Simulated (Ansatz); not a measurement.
Compare A (`C1[CH2][SnH2][O]1`) with its isomer B (`C[CH2][Sn][OH]`).

Isolated molecules relaxed with PBE0-D4/def2-TZVP in Ansatz; ΔE leaves out vibrations. CBS: MP2 limit from def2 TZ/QZ plus the TZ coupled-cluster correction, frozen cores. Functionals use def2-TZVPP. B3LYP here is the variant with VWN-RPA as its local correlation; programs differ in this. def2 core potentials past Kr. For Sn outer-core shells are correlated without core-valence functions, which leaves a few kJ/mol of doubt a bond. Each species was taken in one conformer, which may not be the lowest.

Problem. Which is lower in electronic energy at CCSD(T)/CBS, and by how much? (Estimate.)

Solution. The calculation gave: B, by 156.8 kJ/mol.

Problem. Give E(B) − E(A) in kJ/mol with B2PLYP, MP2/def2-TZVPP, CCSD(T)/def2-TZVPP, PBE0-D4, B3LYP, HF/def2-TZVPP, ωB97M-V. (Best estimate.)

Solution. Computed: B2PLYP -169.7, MP2/def2-TZVPP -161.5, CCSD(T)/def2-TZVPP -150.9, PBE0-D4 -154.8, B3LYP -175.6, HF/def2-TZVPP -153.5, ωB97M-V -156.3. None reverses the order clearly.

Largest T1 diagnostic: 0.016.

From PBE to PBE0 (25 % exact exchange), in def2-TZVPP and without D4, E(B) − E(A) moves by +10.2 kJ/mol.
